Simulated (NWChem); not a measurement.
Molecule: CH7FSi2; SMILES F[SiH2][SiH2]C

```xyz
11

Si     0.3874     1.2265    -0.2668
F     -0.8973     1.9401     0.4306
Si     0.4902    -1.0546     0.2831
C     -1.0119    -2.0466    -0.3102
H      0.2664     1.4125    -1.7421
H      1.6156     1.9363     0.1918
H      1.7357    -1.5789    -0.3552
H      0.6560    -1.2035     1.7582
H     -1.1268    -1.9795    -1.3975
H     -1.9342    -1.6775     0.1509
H     -0.9018    -3.1042    -0.0464
```
Atoms are numbered in this order, from 1.

All runs: NWChem. Pople sets run with spherical d functions. The geometry was optimised at B3LYP/6-31G* (spherical d). GIAO values for the isolated, static molecule; σ is the absolute isotropic shielding, δ = σ(reference) − σ with the isolated reference molecule computed at the same levels (13C: tetramethylsilane, 19F: trichlorofluoromethane, 1H: tetramethylsilane, 29Si: tetramethylsilane).

For level Hartree-Fock/6-31G*:

```
Item         Result
-----------  ------
δ F2 (ppm)   -187.3
δ Si3 (ppm)   -48.1
δ H5 (ppm)     5.52
δ H6 (ppm)     5.48
```

Task: What are these values for level B3LYP/6-31G*?

Result: 
* **δ F2 (ppm)**: -247.8
* **δ Si3 (ppm)**: -46.4
* **δ H5 (ppm)**: 5.86
* **δ H6 (ppm)**: 5.82
